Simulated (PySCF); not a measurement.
Two species compared at the same levels of theory.

First species: C4H7NO4Si.
Numbering: `[NH2:1][C:2](=[O:3])[Si@@H:4]1[CH2:5][C@H:6]([O:7][CH:8]=[O:9])[O:10]1` (hydrogens: H11, H12 on N1; H13 on Si4; H14, H15 on C5; H16 on C6; H17 on C8)

Geometry (GFN2-xTB, Å), atoms numbered from 1 in this order:
```xyz
17
C4H7NO4Si angstrom
N     -2.176    1.104   -1.512
C     -2.379   -0.223   -1.384
O     -3.450   -0.747   -1.613
Si    -0.867   -1.242   -0.785
C     -0.056   -0.895    0.913
C      1.118   -0.415    0.067
O      1.438    0.940    0.326
C      2.714    1.308    0.282
O      3.663    0.611    0.099
O      0.578   -0.522   -1.231
H     -2.918    1.689   -1.866
H     -1.256    1.498   -1.406
H     -0.922   -2.647   -1.162
H      0.183   -1.732    1.558
H     -0.466   -0.087    1.510
H      2.027   -1.021    0.138
H      2.763    2.395    0.468
```

Second species: C7H10OSSi.
Atom-mapped SMILES: `[CH2:1]=[C:2]1[CH:3]=[C:4]([O:5][SiH3:6])/[C:7]1=[CH:8]/[S:9][CH3:10]` (hydrogens: H11, H12 on C1; H13 on C3; H14, H15, H16 on Si6; H17 on C8; H18, H19, H20 on C10)

Levels: PBE0/pcSseg-1 for dipole moment, HOMO energy, LUMO energy and HOMO–LUMO gap; GFN2-xTB for rotational constant A and rotational constant C. Geometries: GFN2-xTB. Each structure is a single optimised conformer of the isolated species, non-relativistic unless stated; the electronic structure was computed with PySCF and density fitting.

Dipoles, sizes and rotational constants follow the conformer. The torsions of the flexible species, by atom-mapped SMILES:
- `[NH2:1][C:2](=[O:3])[Si@@H:4]1[CH2:5][C@H:6]([O:7][CH:8]=[O:9])[O:10]1`: N1–C2–Si4–C5 60°, C5–C6–O7–C8 145°, C6–O7–C8–O9 -3°, H–N1–C2–O3 -4°, H–N1–C2–O3 -174°
- `[CH2:1]=[C:2]1[CH:3]=[C:4]([O:5][SiH3:6])/[C:7]1=[CH:8]/[S:9][CH3:10]`: C3–C4–O5–Si6 -178°, C7–C8–S9–C10 -176°

| property | column X | column Y |
| --- | --- | --- |
| dipole moment | 3.13 D | 2.68 D |
| HOMO energy | -5.72 eV | -7.26 eV |
| LUMO energy | -0.64 eV | -1.13 eV |
| HOMO–LUMO gap | 5.08 eV | 6.13 eV |
| rotational constant A | 1.175 GHz | 2.953 GHz |
| rotational constant C | 0.431 GHz | 0.536 GHz |

**Question.** Which column belongs to which species?

**Answer.** Column X is the second species and column Y the first. The first has 17 atoms and 84 electrons, the second 20 and 90.

**Question.** How does each property change from the first species to the second?

**Answer.** dipole moment +0.45 D; HOMO energy +1.54 eV; LUMO energy +0.49 eV; HOMO–LUMO gap -1.05 eV; rotational constant A -1.778 GHz; rotational constant C -0.105 GHz.

On the first: The dipole equals about 8.9 × 10⁻³⁰ C·m (1 D = 3.33564 × 10⁻³⁰ C·m).

On the second: In atomic units the dipole is 1.23 e·bohr (1 au = 2.5417 D).
